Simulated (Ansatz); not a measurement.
Ansatz results at the PBE0-D4/def2-TZVP geometry: LUMO energy (PBE/def2-TZVPP) -1.33 eV; HOMO–LUMO gap (ωB97M-V/def2-TZVPP) 11.91 eV; ideal-gas entropy at 298 K and 1 bar (rigid rotor, harmonic PBE0-D4/def2-TZVP) 414 J/(mol·K).

Each molecule was computed in one conformer, which needn't be the lowest.

Q: Which molecule gave them?
A. `C[NH+](C)[InH3-]`
B. `[CH3][GaH-]([CH3])[SH2+]`
C. `[OH][Ga-]([OH])([OH])[SH2+]`
D. `C[O+](C)[AlH3-]`

A: C. The others give `C[NH+](C)[InH3-]`: -0.90, 10.58, 367; `[CH3][GaH-]([CH3])[SH2+]`: -1.32, 11.04, 404; `C[O+](C)[AlH3-]`: -0.69, 11.37, 343.
